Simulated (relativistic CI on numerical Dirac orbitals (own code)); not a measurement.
Hyperfine structure of Ar13+, mass number 39

Computed by Dirac-Coulomb-Breit CI, separate exchange-only KLI orbitals for each configuration, QED by a radiative potential, unscaled Slater integrals (own radial code, finite nucleus).

Configuration list (outside the closed core 1s2): 2s²2p, 2s2p², 2p³, 2p²3s, 2p²3p, 2p²3d, 2s²3s, 2s²3p, 2s²3d, 2s2p3s, 2s2p3p, 2s2p3d, 2s²4s, 2s²4p, 2s²4d, 2s²4f. Levels of other configurations are missing.

Nuclear spin I = 7/2, μ = -1.59 μN, Q = -0.116 b (tables of Stone and Pyykkö). The electronic factors are computed for point nuclear moments, without core polarisation or the Bohr-Weisskopf and QED corrections.

```csv
Level,E (cm⁻¹),A (MHz),B (MHz)
2s²2p ²P°1/2,0,-20320,
2s²2p ²P°3/2,22560,-4129,-1830
2s2p² ⁴P1/2,225578,-35720,
2s2p² ⁴P3/2,234097,-16620,-1500
2s2p² ⁴P5/2,245550,-17370,1870
2s2p² ²D3/2,414755,4166,-2590
2s2p² ²D5/2,415626,-19280,-3720
2s2p² ²S1/2,521470,-55700,
```

Levels with J = 0, under 50 % of one LS term, or S terms without an open s electron are left out. Small factors come from cancelling terms and can be off by tens of per cent or more.

At this charge energies of transitions that change n are usually good to better than 1 %, and those within a shell (Δn = 0) to a few per cent.

Task: Give the hyperfine levels of 2s²2p ²P°1/2 relative to its centre of gravity.

Result: With K = F(F + 1) − I(I + 1) − J(J + 1), E = AK/2: F = 3: 45730, F = 4: -35570 MHz.
